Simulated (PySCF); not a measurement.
## Computed data sheet: `C1C[Si@H](OC)N[SiH2]1`

Species: C3H11NOSi2.
Atom-mapped SMILES: `[CH3:1][O:2][Si@H:3]1[CH2:4][CH2:5][SiH2:6][NH:7]1` (hydrogens: H8, H9, H10 on C1; H11 on Si3; H12, H13 on C4; H14, H15 on C5; H16, H17 on Si6; H18 on N7)

Among its groups: Si–H bond and C–Si bond.

**GFN2-xTB geometry**

```
Point group of the GFN2-xTB geometry                  : C1
Rotational constants A, B, C of the GFN2-xTB geometry : 3.851, 1.119, 0.941 GHz
```

**CAM-B3LYP/def2-SVPD ground state and vertical TDDFT (core frozen in the response) (PySCF)**

```
Dipole moment                                                     : 1.10 D
HOMO energy                                                       : -8.50 eV
LUMO energy                                                       : 1.08 eV
HOMO–LUMO gap                                                     : 9.58 eV
Lowest singlet excitation                                         : 6.38 eV (194 nm, f = 0.011)
Strongest line among the 8 lowest singlet transitions             : S7 at 7.85 eV (158 nm, f = 0.039)
Lowest triplet excitation (Tamm–Dancoff)                          : 6.08 eV
Static isotropic polarisability                                   : 93.1 au
Electronic spatial extent ⟨r²⟩ about the centre of nuclear charge : 1307 bohr²
```

Monoisotopic mass (most abundant isotopes): 133.0379 u.

S1 lies 3.20 eV below the HOMO–LUMO gap; its leading configuration is HOMO→LUMO, weight 0.79. In wavenumbers S1 is 51400 cm⁻¹ (1 eV = 8065.54 cm⁻¹). The principal polarisabilities are 81.4, 90.4 and 107.4 au; their mean is the isotropic value. The polarisability is 13.79 Å³ as a volume (1 au = 0.148185 Å³), or 1.29 au for each of the 72 electrons.

One conformer (not necessarily the lowest) at the GFN2-xTB geometry, without solvent, vibrations or thermal averaging.

For the TDDFT job (CAM-B3LYP/def2-SVPD), time: 52 s wall; peak memory 1.1 GiB. Hardware: an Arm Neoverse V2 with one thread, shared host with 32 logical CPUs at a one-minute load of 9.8.
